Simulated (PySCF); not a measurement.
## Calculated data, CH₇AlGeSi, AlClGeH₃

All values are calculated (PySCF 2.14.0). Calculation on a computer-drawn molecule: optimised geometry and harmonic frequencies of an isolated molecule of the commonest isotopes, restricted reference for singlets and unrestricted otherwise, frozen core in MP2; on germanium a core potential holds 10 electrons, which the energies leave out, and 3d is frozen in MP2 and coupled-cluster steps.

Common to all runs: multiplicity 1; basis cc-pV(D+d)Z; basis and core potential on germanium cc-pVDZ-PP ECP10MDF.

```json
{"entry": 1, "formula": "CH7AlGeSi", "start_structure": {"atoms_angstrom": [["Al", 1.1595, -0.6619, 0.4689], ["C", 0.7181, 0.0548, -1.2754], ["Ge", 0.1466, 1.7981, -1.5737], ["Si", -0.0506, 3.571, 0.0225], ["H", 1.09, 0.3323, 1.7292], ["H", 1.6513, -2.0186, 0.7765], ["H", 0.7979, -0.5344, -2.1844], ["H", -0.1923, 2.201, -3.0373], ["H", 1.302, 3.8273, 0.6329], ["H", -0.5376, 4.7363, -0.6604], ["H", -0.9954, 3.1223, 1.0235]]}, "given": {"charge": 0, "method": "HF", "drawn_bonds_atom": [1, 2, 3, 1, 1, 2, 3, 4, 4, 4], "drawn_bonds_other_atom": [2, 3, 4, 5, 6, 7, 8, 9, 10, 11], "drawn_bonds_order": [1, 2, 1, 1, 1, 1, 1, 1, 1, 1]}, "results": {"optimised_atom_element": ["Al", "C", "Ge", "Si", "H", "H", "H", "H", "H", "H", "H"], "optimised_atom_x [angstrom]": [1.169, 0.7108, 0.1898, -0.02852, 1.068, 1.634, 0.7482, -0.1653, 1.281, -0.5041, -1.013], "optimised_atom_y [angstrom]": [-0.5361, 0.07135, 1.75, 3.481, 0.5155, -2.019, -0.5693, 2.199, 3.752, 4.701, 3.082], "optimised_atom_z [angstrom]": [0.4622, -1.294, -1.609, 0.04844, 1.648, 0.764, -2.174, -3.032, 0.6769, -0.6436, 1.075], "modes_frequency [cm^-1]": [62.91, 87.15, 136.0, 186.4, 198.0, 361.0, 439.9, 502.6, 560.0, 567.0, 649.9, 676.9, 792.0, 800.9, 847.2, 909.6, 982.7, 1020, 1026, 1133, 1953, 1978, 2202, 2315, 2332, 2335, 3293], "modes_reduced_mass [dalton]": [1.05, 5.017, 4.13, 4.379, 1.029, 9.167, 1.042, 1.453, 1.178, 1.134, 1.189, 2.234, 1.12, 1.218, 1.087, 1.775, 1.186, 1.036, 1.037, 1.859, 1.048, 1.035, 1.02, 1.038, 1.031, 1.052, 1.086], "rotational_constants [GHz]": [3.756, 1.568, 1.121], "total_energy [hartree]": -866.1201, "convergence_status_largest_gradient_component [hartree/bohr]": 3.16e-05}}
{"entry": 2, "formula": "AlClGeH3", "start_structure": {"atoms_angstrom": [["Al", 1.5819, -1.1387, 2.2349], ["Ge", 0.9274, -1.4503, -0.0127], ["Cl", 1.0681, 0.5177, -1.1428], ["H", 1.4861, 0.3168, 2.8085], ["H", 2.3906, -2.4622, 2.8896], ["H", -0.7434, -1.8905, 0.2004]]}, "given": {"charge": 1, "method": "HF", "drawn_bonds_atom": [1, 2, 1, 1, 2], "drawn_bonds_other_atom": [2, 3, 4, 5, 6], "drawn_bonds_order": [1, 1, 1, 1, 1]}, "results": {"optimised_atom_element": ["Al", "Ge", "Cl", "H", "H", "H"], "optimised_atom_x [angstrom]": [1.776, 0.4342, 1.294, 1.322, 2.754, -0.8705], "optimised_atom_y [angstrom]": [-1.061, -1.124, -0.1021, 0.1733, -2.264, -1.729], "optimised_atom_z [angstrom]": [2.51, 0.2346, -1.386, 3.335, 2.558, -0.2737], "modes_frequency [cm^-1]": [72.58, 83.6, 249.7, 316.8, 487.5, 500.7, 577.2, 710.6, 790.3, 2093, 2139, 2270], "modes_reduced_mass [dalton]": [1.067, 11.97, 13.45, 1.03, 32.07, 1.133, 1.129, 1.058, 1.048, 1.015, 1.071, 1.022], "rotational_constants [GHz]": [8.33, 1.879, 1.574], "total_energy [hartree]": -996.3124, "convergence_status_largest_gradient_component [hartree/bohr]": 3.546e-05}}
{"entry": 3, "formula": "AlClGeH3", "start_structure": {"atoms_angstrom": [["Al", 1.7757, -1.0607, 2.5101], ["Ge", 0.4342, -1.1242, 0.2346], ["Cl", 1.2943, -0.1021, -1.3863], ["H", 1.3225, 0.1733, 3.3347], ["H", 2.7545, -2.264, 2.5584], ["H", -0.8705, -1.7294, -0.2737]]}, "given": {"charge": 1, "method": "MP2", "drawn_bonds_atom": [1, 2, 1, 1, 2], "drawn_bonds_other_atom": [2, 3, 4, 5, 6], "drawn_bonds_order": [1, 1, 1, 1, 1]}, "results": {"optimised_atom_element": ["Al", "Ge", "Cl", "H", "H", "H"], "optimised_atom_x [angstrom]": [1.774, 0.4285, 1.308, 1.323, 2.759, -0.8818], "optimised_atom_y [angstrom]": [-1.061, -1.132, -0.1013, 0.1823, -2.263, -1.733], "optimised_atom_z [angstrom]": [2.506, 0.2477, -1.363, 3.325, 2.546, -0.2842], "modes_frequency [cm^-1]": [70.04, 75.23, 252.4, 297.8, 472.2, 485.2, 557.9, 684.3, 750.6, 2051, 2103, 2194], "modes_reduced_mass [dalton]": [1.065, 11.84, 13.07, 1.03, 1.134, 32.14, 1.129, 1.059, 1.05, 1.015, 1.072, 1.022], "rotational_constants [GHz]": [8.143, 1.905, 1.586], "total_energy [hartree]": -996.5821, "convergence_status_largest_gradient_component [hartree/bohr]": 2.089e-05}}
```
